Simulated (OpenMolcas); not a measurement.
# GeSiH5Cl (SMILES [SiH3][GeH2][Cl]): the vertical energy of the triplet above the singlet, rung by rung

GeSiH5Cl: 8 atoms, total charge 0, spin state singlet. SMILES: `[SiH3][GeH2][Cl]`. The coordinates come from a PBE0-D4/def2-TZVP relaxation.

```xyz
8

Si   -0.8636    0.8273   -0.3025
Ge    0.7383   -0.8820    0.1184
Cl    1.9631   -0.1837    1.7662
H    -1.7449    0.4162   -1.4273
H    -0.1498    2.0787   -0.6589
H    -1.6785    1.0356    0.9202
H     1.7031   -1.1352   -1.0512
H     0.1246   -2.2139    0.5792
```

Each level gives the vertical energy of the triplet above the singlet (eV). The values are calculated.

| level | kind | program | value (eV) | CPU time (all runs) |
| --- | --- | --- | --- | --- |
| HF/def2-SVP | Hartree–Fock | OpenMolcas | 6.29 | 29 s |
| SVWN5/def2-SVP | LDA | OpenMolcas | 5.27 | 75 s |
| PBE/def2-SVP | GGA | OpenMolcas | 5.28 | 1.8 min |
| TPSS/def2-SVP | meta-GGA | OpenMolcas | 5.43 | 3.3 min |
| r2SCAN/def2-SVP | meta-GGA | OpenMolcas | 5.48 | 3.2 min |
| B3LYP/def2-SVP | global hybrid | OpenMolcas | 5.63 | 2.7 min |
| BHLYP/def2-SVP | global hybrid | OpenMolcas | 6.03 | 2.5 min |
| M06-2X/def2-SVP | hybrid meta-GGA | OpenMolcas | 5.90 | 3 min |

All-electron rows without a relativistic Hamiltonian named are non-relativistic. The values span 5.27 to 6.29 eV. A triplet this far above the singlet is often a Rydberg-like or dissociative state; sets without diffuse functions put Rydberg states too high. The upper state's dipole differs much between rows, so they may not all be the same state. Times are those of the runs behind each value, whatever else they computed, on shared processors of several kinds: orders of magnitude only.
